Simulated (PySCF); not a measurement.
# What settings do to a single point of [Nd(NH3)4]3+

The sound run of [Nd(NH3)4]3+ (singlet in the valence; each metal's 4f electrons, 3 of them, lie in its core potential, out of spins and levels) uses PySCF 2.14.0, RKS r2SCAN, Nd lcecp-1-SVP with ECP49, N def2-SVP, H def2-SVP; non-relativistic Hamiltonian with scalar-relativistic core potentials where named; density fitting; no spin-orbit coupling, grid (50, 194), threshold 1e-8 Eh and 55 cycles, at the relaxed geometry:

```xyz
17

Nd    0.0000    0.0000    0.0039
N     1.4554    1.4554    1.4537
H     1.3352    1.3352    2.4747
H     2.4757    1.3324    1.3291
H     1.3324    2.4757    1.3291
N    -1.4554   -1.4554    1.4537
H    -1.3352   -1.3352    2.4747
H    -2.4757   -1.3324    1.3291
H    -1.3324   -2.4757    1.3291
N     1.4541   -1.4541   -1.4529
H     2.0940   -2.0940   -0.9503
H     0.9496   -2.0926   -2.0927
H     2.0926   -0.9496   -2.0927
N    -1.4541    1.4541   -1.4529
H    -2.0940    2.0940   -0.9503
H    -0.9496    2.0926   -2.0927
H    -2.0926    0.9496   -2.0927
```

There Nd1 has a Mulliken charge of 1.63 e and the dipole about the centre of mass is 0.01 D. Each run below changes one thing and starts from free metal ions and neutral atoms unless it says otherwise; with 55 cycles, smearing, a level shift and second-order steps follow where DIIS fails, and their cycles count. Energy shifts count from the sound run. On f atoms grids over 110 angular points are at least (60, 302).

```csv
change,outcome,cycles,energy shift (eV),largest force component (eV/Å),charge on Nd1 (e),dipole about the centre of mass (D)
"start from the bare core Hamiltonian, limit 81 cycles",converged,11,0.0000,0.00,1.63,0.01
"charge changed by +5, spin kept, limit 66 cycles",refused,–,–,–,–,–
all coordinates × 1.05,converged,10,0.80,1.80,1.66,0.01
```

Question: How does the run with this change end: grid (99, 590)?

Answer: outcome converged, cycles 9, energy shift (eV) -0.0017, largest force component (eV/Å) 0.02, charge on Nd1 (e) 1.63, dipole about the centre of mass (D) 0.01.

Forces carry noise of the integration grid, about 0.01 to 0.03 eV/Å.

No frequency check is given that shows the relaxed geometry to be a minimum. An lcecp potential fixes the number of 4f electrons, so in runs with it no electron can move into or out of that shell.
